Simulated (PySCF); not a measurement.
**Correlation energy of Mo³⁺ (molybdenum, charge +3)**

[Kr] 4d3, high-spin 4F determinant. All numbers are calculated (PySCF 2.14, scalar relativity through the core potential, in def2-TZVPPD with the def2 core potential (28 electrons)). Frozen: 4s2 4p6; 3 electrons correlated.

```
  level  correlation energy (mhartree)
   CCSD                         -17.73
    (T)                          -0.06
CCSD(T)                         -17.79
```

Diagnostics: T1 = 0.00045, D1 = 0.0006, largest double amplitude 0.022.

Cost of the coupled-cluster step: roughly 1.2 core-seconds, for 3 correlated electrons.

Iterations:

```
CC2 = 0
CCSD nocc = (np.int64(3), np.int64(0)), nmo = (52, 52)
frozen orbitals [[0, 1, 2, 3], [0, 1, 2, 3]]
max_cycle = 100
direct = 0
conv_tol = 1e-08
conv_tol_normt = 1e-06
diis_space = 8
diis_start_cycle = 0
Init t2, MP2 energy = -0.0146966428709507
Init E_corr(UCCSD) = -0.0146966428740674
cycle = 1  E_corr(UCCSD) = -0.0171710957161719  dE = -0.00247445284  norm(t1,t2) = 0.0112523
cycle = 2  E_corr(UCCSD) = -0.017615671668089  dE = -0.000444575952  norm(t1,t2) = 0.00245175
cycle = 3  E_corr(UCCSD) = -0.0177315109835416  dE = -0.000115839315  norm(t1,t2) = 0.000691198
cycle = 4  E_corr(UCCSD) = -0.0177275412276697  dE = 3.96975587e-06  norm(t1,t2) = 0.000144455
cycle = 5  E_corr(UCCSD) = -0.0177278504711411  dE = -3.09243471e-07  norm(t1,t2) = 1.7184e-05
cycle = 6  E_corr(UCCSD) = -0.0177278399603813  dE = 1.05107598e-08  norm(t1,t2) = 1.67195e-06
cycle = 7  E_corr(UCCSD) = -0.0177278423287038  dE = -2.3683225e-09  norm(t1,t2) = 1.93014e-07
UCCSD converged
E(UCCSD) = -65.8402726912007  E_corr = -0.0177278423287038
UCCSD(T) correction = -6.12972913610638e-05
```
